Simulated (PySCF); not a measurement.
An element was calculated at UHF (PySCF 2.14, spin-free X2C, a double-zeta basis, no spin-orbit coupling), in the ground configurations that NIST lists.

| Property | Result |
| --- | --- |
| first ionisation energy | 13.118 eV |
| second ionisation energy | 23.285 eV |
| third ionisation energy | 34.433 eV |

Question: Which element is it?

Answer: Krypton (Kr, Z = 36), in Sapporo-DKH3-DZP-2012. NIST lists 14.000, 24.360, 35.838 ± 0.02 eV for these ionisation energies.
